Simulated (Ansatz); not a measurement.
Geometry optimisation, Ansatz, RKS PBE-D4/STO-3G.

Input file:

```yaml
crystal:
  periodic: [false, false, false]
  atoms:
    - { symbol: C, position_ang: [-2.6982, -0.6228, -0.3272] }
    - { symbol: C, position_ang: [-1.702, 0.2495, -0.4127] }
    - { symbol: Si, position_ang: [-0.2746, 0.2361, 0.6962] }
    - { symbol: Si, position_ang: [0.2584, 2.3408, 1.5612] }
    - { symbol: Si, position_ang: [1.6631, -0.3433, -0.4891] }
    - { symbol: C, position_ang: [1.4501, -2.0066, -1.1949] }
    - { symbol: H, position_ang: [-2.8003, -1.3539, 0.42] }
    - { symbol: H, position_ang: [-3.5291, -0.4781, -1.0533] }
    - { symbol: H, position_ang: [-1.6693, 1.0297, -1.1458] }
    - { symbol: H, position_ang: [-0.4685, -0.7506, 1.8287] }
    - { symbol: H, position_ang: [0.4, 3.3001, 0.4808] }
    - { symbol: H, position_ang: [1.4109, 2.3145, 2.4494] }
    - { symbol: H, position_ang: [-1.0162, 2.835, 2.3602] }
    - { symbol: H, position_ang: [2.8159, -0.3038, 0.4497] }
    - { symbol: H, position_ang: [1.8895, 0.6394, -1.5525] }
    - { symbol: H, position_ang: [1.2939, -2.74, -0.3966] }
    - { symbol: H, position_ang: [0.6096, -2.0331, -1.8801] }
    - { symbol: H, position_ang: [2.3293, -2.3016, -1.7421] }
basis:
  gaussian: { orbitals: STO-3G }
hamiltonian:
  xc: pbe
  dispersion: d4
relax:
  f_tol: 0.02
  max_steps: 40
scf:
  lower_state_search: "off"
```

Command:

```bash
$ ansatz run input.yaml --threads 1 --pin off --max-ram 2048MiB --backend cpu --events-out ev --progress --plain --runs-dir out
```

Task: Where does it end, and by what steps?

Result: The forces met the threshold. The force dipped under the threshold on the way, but the program's further checks kept it going. Limits of this set-up: minimal basis. After 7 steps the energy has fallen by 0.730 eV; H12 moved furthest, 0.16 Å.

| step | energy less start (eV) | largest force component (eV/Å) | accepted |
| --- | --- | --- | --- |
| 0 | 0.0000 | 3.182 | yes |
| 1 | -0.5495 | 1.406 | yes |
| 2 | -0.7176 | 0.207 | yes |
| 3 | -0.7196 | 0.106 | yes |
| 4 | -0.7253 | 0.062 | yes |
| 5 | -0.7289 | 0.045 | yes |
| 6 | -0.7299 | 0.010 | yes |
| 7 | -0.7301 | 0.009 | yes |

```xyz
18
Properties=species:S:1:pos:R:3
C -2.692 -0.531 -0.293
C -1.632 0.286 -0.433
Si -0.142 0.305 0.699
Si 0.113 2.361 1.602
Si 1.686 -0.357 -0.460
C 1.446 -2.062 -1.229
H -2.767 -1.264 0.529
H -3.548 -0.517 -0.990
H -1.640 0.989 -1.287
H -0.410 -0.657 1.763
H 0.306 3.367 0.568
H 1.276 2.404 2.477
H -1.049 2.748 2.388
H 2.851 -0.393 0.416
H 1.981 0.599 -1.520
H 1.287 -2.833 -0.457
H 0.570 -2.077 -1.900
H 2.328 -2.357 -1.822
```

Whether the end is a true minimum wasn't checked by a vibrational analysis.

The run took 39 s on 1 CPU thread of a shared host.
